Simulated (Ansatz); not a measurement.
SiHMe2F (C2H7FSi). Total charge 0; singlet. Geometry PBE-D4/def2-SVP.

```csv
atom,x (Å),y (Å),z (Å)
Si1,0.263,0.322,0.578
H2,1.287,1.418,0.717
C3,1.023,-1.202,-0.208
H4,1.864,-1.590,0.402
H5,1.416,-0.967,-1.219
H6,0.270,-2.010,-0.311
C7,-1.240,0.931,-0.365
H8,-1.700,1.808,0.133
H9,-2.007,0.133,-0.437
H10,-0.960,1.231,-1.397
F11,-0.217,-0.074,2.106
```

Problem. Estimate the orbital energies around the gap (eV) in Ansatz with HF/STO-3G, PBE-D4/def2-SVP, B97M-V/def2-TZVP, PBE0-D4/def2-TZVP, ωB97M-V/def2-TZVP.

Solution. 
```tsv
orbital	HF/STO-3G	PBE-D4/def2-SVP	B97M-V/def2-TZVP	PBE0-D4/def2-TZVP	ωB97M-V/def2-TZVP
HOMO−5	-13.80	-9.64	-10.24	-11.46	-13.95
HOMO−4	-12.41	-9.50	-10.23	-11.26	-13.65
HOMO−3	-12.31	-9.26	-10.05	-11.18	-13.59
HOMO−2	-11.37	-9.10	-9.86	-11.00	-13.40
HOMO−1	-9.95	-7.42	-7.96	-8.97	-11.24
HOMO	-9.80	-7.37	-7.91	-8.88	-11.14
LUMO	13.21	0.58	0.37	0.98	2.48
LUMO+1	13.37	0.84	0.45	1.11	2.70
LUMO+2	14.55	1.36	0.78	1.39	2.78
LUMO+3	15.16	1.89	1.62	2.35	3.87
LUMO+4	18.88	2.39	1.95	2.57	4.05
LUMO+5	19.58	2.73	2.29	2.98	4.65
```
